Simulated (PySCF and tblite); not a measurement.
Results of a calculation; reference values are marked as such.
C5H15ClSi3, numbered as in [CH3:1][Si@H:2]1[CH2:3][Si@@H:4]([CH3:5])[CH2:6][Si@H:7]([Cl:8])[CH2:9]1.

First level. Search: ETKDG and KDG, MMFF94s, GFN2-xTB, 60 starts; geometries at GFN2-xTB. Free energies are PBE0-D3(BJ)/pcSseg-1 single points with GFN2-xTB rigid-rotor and vibrational terms (modes under about 100 cm⁻¹ blended into free rotors). Symmetry numbers and mirror images are counted. Conformers within 2.5 kcal/mol (GFN2-xTB free energy) were kept, 4 at most. GIAO shieldings: PBE0/pcSseg-1. Shifts are against TMS (¹H), TMS (¹³C), TMS (²⁹Si) at the same level; of two unlike H on one atom, a is the less shielded. (PySCF 2.14, tblite 0.8.)

It gives, at 298.15 K, with 4 conformers (largest weight 72 %): ¹H: 5.54 (H7, 1H), 4.87 (H2/H4, 2H), 0.22 (H6a/H9a, 2H), 0.15 (H6b/H9b, 2H), 0.15 (H1/H5, 6H), -0.09 (H3a, 1H), -0.37 (H3b, 1H) ppm. ¹³C: 5.8 (C6/C9), -0.2 (C1/C5), -2.2 (C3) ppm. ²⁹Si: 7.0 (Si7), -19.0 (Si2/Si4) ppm.

Second level: GFN2-xTB geometries, energies revPBE-D3(BJ)/pcSseg-1 (IEF-PCM, methanol), shieldings revPBE/pcSseg-1 (IEF-PCM, methanol), on up to 4 of the same conformers.

Question: How do the averaged shifts change?

Answer: 
```csv
signal,first,second,change (ppm)
H1/H5,0.15,0.21,0.06
H2/H4,4.87,4.83,-0.04
H3a,-0.09,0.11,0.20
H3b,-0.37,-0.14,0.23
H6b/H9b,0.15,0.44,0.29
H6a/H9a,0.22,0.44,0.23
H7,5.54,5.64,0.10
C1/C5,-0.2,0.0,0.2
C3,-2.2,-1.1,1.1
C6/C9,5.8,7.5,1.7
Si2/Si4,-19.0,-18.1,0.9
Si7,7.0,7.1,0.1
```

The largest weight becomes 82 %.

Unscaled ²⁹Si shifts at such levels can be off by tens of ppm; differences between conformers or isomers are more reliable. Shifts are unscaled: against experiment ¹³C can be off by 15 ppm or more and ¹H by 0.8 ppm. For its torsions the set is small; conformers may be missing.


Conformer gaps in pcSseg-1 on xTB geometries can be 2 kcal/mol off for S=O, P=O and other polar bonds.